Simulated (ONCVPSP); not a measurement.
**Configuration tests for Sr (Z = 38) (ONCV)**

```json
{
  "Element": "Sr (Z = 38)",
  "Generator": "ONCVPSP 4.0.1",
  "Type": "optimised norm-conserving Vanderbilt (ONCV)",
  "Functional": "PBEsol",
  "Relativity": "scalar-relativistic",
  "Frozen core": "[Kr]",
  "Valence charge": "2",
  "Reference configuration": "5s1 5p1",
  "Partial waves": "5s: rc 3.35 bohr, ncon 4, nbas 8, qcut 1.5 1/bohr, 2 projectors, debl 0.9 Ha; 5p: rc 3.90 bohr, ncon 4, nbas 7, qcut 1.9 1/bohr, 3 projectors, debl 3.9 Ha; d scattering state at 0.03 Ha: rc 3.30 bohr, ncon 3, nbas 7, qcut 3.1 1/bohr, 2 projectors, debl 1.9 Ha",
  "Local potential": "polynomial inside 3.05 bohr (lpopt 5, dvloc0 3 Ha)",
  "Core correction": "Teter function, fcfact 2.5, rcfact 1.45"
}
```

In the d channel the program set the typed energies aside and used -0.080, 1.820 Ha.

Energies are relative to the spin-unpolarised reference configuration 5s1 5p1; without spin polarisation the order of configurations can differ from experiment.

(1) Give the all-electron excitation energy and the error of the potential for: 5s2 5p0; 5s1 5p0; 5s1.5 5p0; 4d1 5s0 5p0.

Note: no bound ghost flagged; GHOST(+) flagged for p at 109.0 eV, p at 200.7 eV, p at 241.0 eV.

Answers

(1)

```csv
valence configuration,charge,ΔE all-electron (eV),error AE − PS (meV)
5s2 5p0,0,-2.314,-9.6
5s1 5p0,+1,3.582,-13
5s1.5 5p0,+0.5,0.031,-3.4
4d1 5s0 5p0,+1,5.317,+96
```
